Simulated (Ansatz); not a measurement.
`[GeH3][SiH2][GeH2][SiH2][GeH2][GeH3]` + `C[SiH2]O` → `C[SiH2][O][GeH3]` + `[GeH3][SiH2][GeH2][SiH2][GeH3]`  (cleavage of the Ge–Ge bond)

Calculated with Ansatz (gas phase, PBE0-D4/def2-TZVP geometries, no zero-point term in ΔE). CCSD(T)/CBS is the MP2 limit (def2-TZVPP, def2-QZVPP) plus CCSD(T) − MP2 in def2-TZVPP, frozen cores. This one scheme is used for every species. DFT in def2-TZVPP. For Ge outer-core shells are correlated without core-valence functions, which leaves a few kJ/mol of doubt a bond. Scalar relativity is left out up to krypton. One conformer a species, not always the lowest.

`[GeH3][SiH2][GeH2][SiH2][GeH2][GeH3]`:

```xyz
20

Ge    0.317   -0.822   -2.600
Si    2.169   -0.272   -1.210
Ge    1.637    1.407    0.396
Si    0.619    0.448    2.322
Ge   -1.192   -0.942    1.654
Ge   -2.732    0.326    0.276
H    -0.245    0.448   -3.260
H     0.753   -1.797   -3.708
H    -0.810   -1.486   -1.793
H     3.278    0.208   -2.082
H     2.640   -1.495   -0.503
H     2.919    2.160    0.803
H     0.677    2.432   -0.238
H     0.114    1.521    3.223
H     1.637   -0.347    3.063
H    -0.642   -2.134    0.848
H    -1.940   -1.506    2.877
H    -3.490    1.341    1.150
H    -1.959    1.103   -0.802
H    -3.751   -0.593   -0.415
```

`C[SiH2]O`:

```xyz
9

C     0.808    0.777   -0.347
Si   -0.589   -0.446   -0.185
O    -0.466   -1.374    1.175
H     0.713    1.337   -1.282
H     1.774    0.267   -0.352
H     0.805    1.498    0.474
H    -0.570   -1.412   -1.311
H    -1.883    0.296   -0.194
H    -0.592   -0.943    2.021
```

`C[SiH2][O][GeH3]`:

Z-matrix (Å, degrees):
```
C
Si 1 1.858
H 1 1.092 2 110.8
H 1 1.093 2 110.4 3 -119.9
H 1 1.092 2 110.8 3 120.2
O 2 1.638 1 108.9 3 -60.1
H 2 1.493 1 110.4 3 179.1
H 2 1.493 1 110.4 3 60.6
Ge 6 1.774 2 133.9 1 179.8
H 9 1.533 6 105.6 2 -179.8
H 9 1.538 6 108.6 2 -60.0
H 9 1.538 6 108.6 2 60.5
```

`[GeH3][SiH2][GeH2][SiH2][GeH3]`:

Cartesian coordinates in Å:
```
Ge -0.541 -2.335 1.184
Si -1.288 -1.300 -0.823
Ge -1.556 1.038 -0.467
Si 0.418 1.880 0.564
Ge 2.328 1.143 -0.649
H -1.564 -2.110 2.311
H -0.344 -3.849 0.999
H 0.798 -1.720 1.624
H -0.266 -1.507 -1.887
H -2.564 -1.922 -1.272
H -1.794 1.759 -1.807
H -2.779 1.293 0.435
H 0.493 1.357 1.956
H 0.396 3.368 0.623
H 3.631 1.661 -0.018
H 2.374 -0.394 -0.668
H 2.258 1.638 -2.103
```

CCSD(T)/CBS gives +5.0 kJ/mol.

(1) Another level gave -6.7 kJ/mol. Which?
A. HF/def2-TZVPP
B. PBE0-D4/def2-TZVPP
C. r2SCAN/def2-TZVPP
D. SCS-MP2/def2-TZVPP

Largest T1 diagnostic among the species: 0.012.

Answers

(1) D. SCS-MP2/def2-TZVPP -6.7, PBE0-D4 13.2, r2SCAN 2.5, HF/def2-TZVPP -29.1 kJ/mol.

From BLYP to BHLYP (50 % exact exchange), in def2-TZVPP and without D4, ΔE moves by −6.9 kJ/mol. The D4 term adds +8.1 kJ/mol with B3LYP and +5.0 kJ/mol with PBE0; it sums over pairs of atoms, weighted by their polarisabilities, and B3LYP, whose exchange is more repulsive, gets the larger term. In def2-TZVPP, CCSD(T) changes the Hartree–Fock value by +30.7 kJ/mol (the triples alone add +3.0 kJ/mol) and MP2 by +32.3 kJ/mol.

B3LYP here is the variant with VWN-RPA as its local correlation; programs differ in this.
